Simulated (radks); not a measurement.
Numerical settings for the promethium ion Pm+, [Xe] 4f5 6s1. Method: scalar-relativistic Kohn-Sham, LDA (Slater exchange, Perdew-Wang correlation), spin-polarised, spherical densities, point nucleus; open shells are filled with parallel spins first (spin-orbit coupling, left out, can overturn this in heavy ions); computed with a radial shooting solver on a logarithmic mesh with Libxc functionals. The defaults (mesh step 0.008 in ln r, mesh end at 40 bohr or more with all orbitals vanishing there, Anderson mixing 0.5 over 9 steps, residual threshold near 1e-9 with the energy settled to 1e-9 hartree or 1e-11 of itself, here a cap of 74 iterations) give E = -10013.4473 hartree and 6s at -8.898 eV in 15 iterations. Run on one thread of a shared host, so times are rough (Arm Neoverse N1): 0.36 s of CPU time, 0.36 s wall, 15 iterations on 2648 mesh points. Changes against that run (0 stands for a change within the tolerance of the run):

mesh step in ln r 0.03: iterations 15; converged yes; E (mhartree) +0.00466; e(6s) (meV) 0; CPU (s) 0.12
mesh step in ln r 0.02: iterations 15; converged yes; E (mhartree) +0.000405; e(6s) (meV) 0; CPU (s) 0.16
mesh step in ln r 0.08: iterations 2; converged no; E (mhartree) diverged; CPU (s) 0.06
mesh end (bohr) 2: iterations 13; converged level above zero; E (mhartree) +1.73e+04; e(6s) (meV) +2.06e+05; CPU (s) 0.26
mesh end (bohr) 3: iterations 13; converged level above zero; E (mhartree) +2.33e+03; e(6s) (meV) +4.55e+04; CPU (s) 0.26
residual threshold 1e-13: iterations 23; converged yes; E (mhartree) 0; e(6s) (meV) 0; CPU (s) 0.44
residual threshold 1e-05: iterations 10; converged yes; E (mhartree) 0; e(6s) (meV) +0.0766; CPU (s) 0.28
mixing 0.05: iterations 23; converged yes; E (mhartree) 0; e(6s) (meV) 0; CPU (s) 0.51
linear mixing, mixing 0.5: iterations 30; converged yes; E (mhartree) 0; e(6s) (meV) 0; CPU (s) 0.58
linear mixing, mixing 0.05: iterations 74; converged no; E (mhartree) -0.275; e(6s) (meV) -73; CPU (s) 1.5
mixing history 20: iterations 23; converged yes; E (mhartree) 0; e(6s) (meV) 0; CPU (s) 0.49
iteration cap 2: iterations 2; converged no; E (mhartree) +204; e(6s) (meV) -4.19e+03; CPU (s) 0.07

Settled on a wrong energy, with an occupied level pushed above zero by the early mesh end: mesh end (bohr) 2 (+17.3 hartree); mesh end (bohr) 3 (+2.33 hartree). Apart from these: no run marked as converged misses the energy by more than 1 mhartree. A mesh that ends early acts as a hard wall.
